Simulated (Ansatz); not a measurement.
```yaml
crystal:
  periodic: [false, false, false]
  atoms:
    - {symbol: Li, position_ang: [-1.069675, -2.709743, -1.531324]}
    - {symbol: Li, position_ang: [1.810471, -0.494386, 2.648100]}
    - {symbol: Li, position_ang: [1.222180, -0.386390, -2.332892]}
    - {symbol: Li, position_ang: [-2.082718, 2.489278, 0.093468]}
    - {symbol: Li, position_ang: [-1.844987, -1.025078, 1.625867]}
    - {symbol: Al, position_ang: [-1.264971, -0.009184, -0.967181]}
    - {symbol: Al, position_ang: [0.439334, 1.971800, -1.138841]}
    - {symbol: Al, position_ang: [2.243924, 0.584390, 0.034150]}
    - {symbol: Al, position_ang: [0.609139, -1.447128, 0.272228]}
    - {symbol: Al, position_ang: [-0.062696, 1.026432, 1.296415]}
basis:
  gaussian: {orbitals: def2-TZVP, initial_orbitals: start.molden}
total_charge: 1
magnetization: {spin_polarized: true, initial_magnetization: 1}
hamiltonian: {xc: {name: wB97M-V}}
scf: {omitted_lower_state_checks: [starts]}
output: {orbitals: {seedname: orbitals}}
```

The file start.molden holds the orbitals of an earlier run on this structure, at another level or in another basis.

```sh
$ ansatz run in.yaml --threads 4 --pin off --events-out ev --progress --plain --max-ram 4787MiB
```

Problem. Does this run fit into the memory that it is given?

Solution. No. It has 255 basis functions, and Ansatz plans for 4.73 GiB where 4.67 GiB are given.
